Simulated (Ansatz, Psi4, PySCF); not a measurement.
chlorobenzene (C$_{6}$H$_{5}$Cl), singlet, geometry from GFN2-xTB. Base run: CCSD(T)/STO-3G (PySCF).

PySCF was given this input:
```python
from pyscf import gto, scf, cc

mol = gto.Mole()
mol.atom = '''
    Cl    2.23083293    0.17830076    0.00166627
    C     0.50565329    0.04041467    0.00037769
    C    -0.27011462    1.18803954    0.01931055
    C    -1.64922549    1.07045173    0.01816171
    C    -2.24493585   -0.17942795   -0.00167681
    C    -1.45823275   -1.31881734   -0.02048276
    C    -0.07795243   -1.21585902   -0.01957054
    H     0.20129330    2.15822886    0.03470485
    H    -2.25874719    1.96145975    0.03286497
    H    -3.32098418   -0.26543181   -0.00248054
    H    -1.91846938   -2.29532648   -0.03598506
    H     0.54159475   -2.09885305   -0.03414996
'''
mol.basis = 'sto-3g'
mol.verbose = 4
mol.build()

mf = scf.RHF(mol)
mf.kernel()

mycc = cc.CCSD(mf)
mycc.kernel()
et = mycc.ccsd_t()
print('E(CCSD(T)) = %.10f' % (mycc.e_tot + et))
```

The same geometry, method and basis name were run in Ansatz (a quantum-chemistry and plane-wave program) and Psi4 and PySCF, at each program's defaults and at the settings that a row names. The base is PySCF at its defaults. Differences at the defaults can come from grids, fitting, cores and function types together.

```tsv
code and settings	ΔE vs base (µEh)	basis functions	E (Eh)	SCF cycles
PySCF, defaults (exact integrals, spherical functions, all electrons correlated)	0.0	44	-682.32772	10
Psi4, defaults (exact integrals, spherical functions, all electrons correlated)	0.1	44	-682.32772	12
Ansatz, defaults (factorised integrals, spherical functions, frozen core)	2651	44	-682.32507	-
PySCF, frozen core	2619	44	-682.32510	10
Psi4, exact integrals, spherical functions, frozen core	2619	44	-682.32510	12
Ansatz, high accuracy, frozen core	2619	44	-682.32510	-
```
